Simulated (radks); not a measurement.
The numbers below are computed, except where a source is named.
The phosphorus anion P- inside a hard spherical wall (all orbitals vanish at R), configuration held at [Ne] 3s2 3p4 and not refilled when levels cross. Code: a radial shooting solver on a logarithmic mesh with Libxc functionals. Model: non-relativistic Kohn-Sham, r2SCAN, spin-polarised, spherical densities, point nucleus; open shells are filled with parallel spins first; meta-GGA in the generalised Kohn-Sham scheme. Eigenvalues in eV for spin up, with the zero of energy where the potential of the charges vanishes at infinity; a dash marks a level that is unbound or too diffuse for the functional's potential to be trusted. A positive occupied level is held by the wall or, in an anion where self-interaction has pushed it up, behind a barrier. The pressure on the wall is -dE/dV.

| R (bohr) | E (hartree) | kinetic (hartree) | e(2s) | e(2p) | e(3s) | e(3p) | e(4s, empty) | e(4p, empty) | pressure (GPa) |
|---|---|---|---|---|---|---|---|---|---|
| 15 | -341.26644 | 340.792 | -169.73 | -119.26 | -8.090 | 0.302 | 3.123 | 3.647 | 0.00239 |
| 12 | -341.26537 | 340.794 | -169.54 | -119.07 | -7.892 | 0.473 | 3.957 | 4.972 | 0.00975 |
| 10 | -341.26324 | 340.803 | -169.32 | -118.85 | -7.682 | 0.657 | 4.910 | 6.566 | 0.0433 |
| 8 | -341.25495 | 340.841 | -168.77 | -118.29 | -7.227 | 1.078 | 6.806 | 9.560 | 0.305 |
| 7 | -341.24164 | 340.903 | -168.13 | -117.66 | -6.756 | 1.546 | 8.689 | 12.241 | 0.980 |
| 6 | -341.20673 | 341.060 | -166.88 | -116.40 | -5.897 | 2.455 | 12.126 | 16.724 | 3.66 |
| 3.5 | -340.27804 | 344.390 | -152.47 | -101.93 | 3.904 | 13.973 | 51.328 | 60.228 | 254 |
| 3 | -339.28779 | 347.365 | -143.65 | -93.041 | 11.243 | 22.565 | 79.100 | 88.884 | 750 |
| 2 | -331.31799 | 367.338 | -106.37 | -55.255 | 59.792 | 75.588 | 238.19 | 243.53 | 10800 |
| 1.5 | -313.91092 | 405.536 | -63.266 | -10.391 | 157.52 | 172.41 | 502.61 | 485.68 | 64200 |
